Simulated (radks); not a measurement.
Q: Coherent X-ray form factor from a spherical all-electron density. Calculated with a radial shooting solver on a logarithmic mesh with Libxc functionals: Dirac Kohn-Sham, LB94 model potential, spin-unpolarised, spherical densities, finite nucleus; Fermi nuclear charge, rms radius of each element as measured or else 0.836 A^(1/3) + 0.57 fm.

| sin(theta)/lambda (1/angstrom) | f0 (electrons) |
|---|---|
| 0.05 | 41.800 |
| 0.1 | 41.211 |
| 0.15 | 40.265 |
| 0.2 | 39.010 |
| 0.25 | 37.510 |
| 0.3 | 35.833 |
| 0.4 | 32.225 |
| 0.5 | 28.677 |
| 0.6 | 25.515 |
| 0.8 | 20.758 |
| 1 | 17.665 |
| 1.25 | 14.854 |
| 1.5 | 12.423 |
| 2 | 8.538 |

The species is in the configuration that NIST lists as its ground one. Which atom or ion scatters so?

A: The xenon ion Xe12+, [Kr] 4d6. Extrapolating in s^2 from the first two rows gives f0(0) = 42.0, near the electron count 42; among species with that count, the fall with angle is slower the higher Z, and the table is that of Z = 54; from so few rows the species is fixed only to a neighbour or two.
